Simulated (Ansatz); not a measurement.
The Pb1–H2 bond of ClHPb (SMILES [Cl][PbH]) is stretched (multiplicity 1, the rest rigid).
Geometry at rest (charge 0, multiplicity 1):
```xyz
3

Pb    -0.2182    -0.2125     0.2936
H     -1.3777    -0.8869    -0.9989
Cl     1.1333     1.0773    -1.3574
```

Cores are frozen in the correlated methods. Filled d and f shells under p-block atoms count as core.

The values were computed with Ansatz (a program for electronic structure). Values without a source in brackets are computed. In def2 rows elements past Kr take small-core potentials, without spin–orbit coupling.

FIC-MRCISD+Q on CASSCF(2,2)/def2-TZVPP, total energies (hartree):

```
R (Å)       CASSCF       MRCISD  weight c² of the reference
-----  -----------  -----------  --------------------------
1.863  -651.981126  -652.238793                     0.90134
3.260  -651.914939  -652.164378                     0.90217
5.961  -651.898861  -652.145945                     0.90304
```

Q: Add the Davidson correction (E_MRCISD − E_CASSCF)(1 − c²)/c² and give the energies above the first point at the three levels.

A: 
Corrections (hartree): -0.028205, -0.027050, -0.026529. Above the first point (kcal/mol):
- R = 3.260 Å: CASSCF 41.5, MRCISD 46.7, with the correction 47.4
- R = 5.961 Å: CASSCF 51.6, MRCISD 58.3, with the correction 59.3
